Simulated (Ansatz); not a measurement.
Program: Ansatz. Geometries: PBE0-D4/def2-TZVP. ΔE: electronic, gas phase. CCSD(T)/CBS adds triple-zeta CCSD(T) − MP2 to the extrapolated MP2 energy (def2 sets, frozen cores). This one scheme is used for every species. DFT in def2-TZVPP. B3LYP here is the variant with VWN-RPA as its local correlation; programs differ in this. For Ge outer-core shells are correlated without core-valence functions, which leaves a few kJ/mol of doubt a bond. Scalar relativity is left out up to krypton. One conformer a species, not always the lowest.

`BO[SiH2][GeH3]` + H₂O → `O[SiH2][GeH3]` + `BO`  (formal hydrolysis of the Si–O bond)

Is it downhill or uphill in electronic energy at CCSD(T)/CBS, and by how much? (Best estimate.)

Computed: Nearly level: ΔE = +1.0 kJ/mol.

What do these levels give: PBE-D4, r2SCAN-D4, PBE0-D4, ωB97M-V, r2SCAN, PBE0, B3LYP, SCS-MP2/def2-TZVPP, CCSD/def2-TZVPP, CCSD(T)/def2-TZVPP, HF/def2-QZVPP, CCSD/CBS(def2)? (Best estimate.)

The calculation gave: PBE-D4 -5.4, r2SCAN-D4 -4.7, PBE0-D4 -3.8, ωB97M-V -4.1, r2SCAN -5.8, PBE0 -7.3, B3LYP -8.7, SCS-MP2/def2-TZVPP -2.5, CCSD/def2-TZVPP -2.1, CCSD(T)/def2-TZVPP -1.6, HF/def2-QZVPP -4.5, CCSD/CBS(def2) 0.4 kJ/mol.

Largest T1 diagnostic among the species: 0.014.

In def2-TZVPP, CCSD(T) changes the Hartree–Fock value by +3.8 kJ/mol (the triples alone add +0.5 kJ/mol) and MP2 by +3.9 kJ/mol. The D4 term adds +6.3 kJ/mol with B3LYP and +3.6 kJ/mol with PBE0; it sums over pairs of atoms, weighted by their polarisabilities, and B3LYP, whose exchange is more repulsive, gets the larger term.
